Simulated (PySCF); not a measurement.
Input for PySCF: R-HF/STO-3G on F2HOSb (SMILES [OH][Sb]([F])[F]), a point of a torsion scan.

```python
from pyscf import gto, scf, dft, mp
from pyscf.data.elements import chemcore

mol = gto.M(
    atom='''
    O     1.15847476   -0.53039379    0.06505851
    Sb   -0.64495208   -0.36430993    0.59916627
    F    -1.07224716    0.69996483   -1.02133726
    F    -0.22041992    1.36204344    1.47923589
    H     1.56335830    0.33796105   -0.01721139
    ''',
    basis='sto-3g',
    charge=0, spin=0, verbose=3, max_memory=1800)
mf = scf.RHF(mol)
mf.conv_tol = 1e-8
mf.max_cycle = 100
mf.kernel()
if not mf.converged:
    mf = mf.newton().run(mf.mo_coeff, mf.mo_occ)
```

Problem. Give the final energy of this run.

Solution. -6521.8262 hartree.
